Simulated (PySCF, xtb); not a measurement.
BrF₂HOSn, SMILES [F][Sn]([F])([OH])[Br]. One conformer was computed; it need not be the lowest.

Harmonic wavenumbers (cm⁻¹) from GFN2-xTB in xtb 6.7.1 at its own minimum, in rising order: 67, 79, 103, 106, 125, 192, 220, 364, 423, 486, 833, 3559.

Q: What does PBE-D3(BJ)/def2-SVP (PySCF) give at its own minimum? (The exact figures need the calculation; the answer reports its results.)

A: 25, 104, 119, 165, 166, 170, 269, 600, 628, 628, 889, 3677. Paired by order, the mean absolute difference is 84 cm⁻¹ and the zero-point energies are 9.4 and 10.6 kcal/mol.
